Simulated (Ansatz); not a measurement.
Start from `NCF` and change one atom or group to get `NC(F)[SeH]`.

Ansatz, PBE0-D4/def2-TZVP geometries, multiplicity 1. Each molecule was computed in one conformer, which needn't be the lowest.

Scalar relativity is left out up to krypton.

```
                             property  `NCF`
  LUMO energy (B3LYP/def2-TZVPP) / eV   0.77
 HOMO–LUMO gap (PBE0/def2-TZVPP) / eV   9.13
LUMO energy (ωB97M-V/def2-TZVPP) / eV   2.54
    HOMO energy (PBE/def2-TZVPP) / eV  -6.40
HOMO–LUMO gap (B3LYP/def2-TZVPP) / eV   8.49
  HOMO energy (B3LYP/def2-TZVPP) / eV  -7.72
```

What does the change do to each property? (Best estimate.)

Ansatz gave: 
| property | `NC(F)[SeH]` | shift |
| --- | --- | --- |
| LUMO energy (B3LYP/def2-TZVPP) / eV | -0.52 | -1.29 |
| HOMO–LUMO gap (PBE0/def2-TZVPP) / eV | 6.65 | -2.48 |
| LUMO energy (ωB97M-V/def2-TZVPP) / eV | 1.58 | -0.96 |
| HOMO energy (PBE/def2-TZVPP) / eV | -5.67 | 0.73 |
| HOMO–LUMO gap (B3LYP/def2-TZVPP) / eV | 6.13 | -2.36 |
| HOMO energy (B3LYP/def2-TZVPP) / eV | -6.66 | 1.06 |

With PBE0 the HOMO rises by 1.08 eV and the LUMO falls by 1.39 eV, so the gap narrows by about 2.47 eV. PBE moves the HOMO by 0.73 eV and ωB97M-V by 1.29 eV. The zero-point energy changes by -7.9 kJ/mol with +3 modes.

B3LYP here is the variant with VWN-RPA as its local correlation; programs differ in this.

Spin–orbit coupling is left out; it splits and shifts lone-pair levels of the heavy atoms by tenths of an eV.
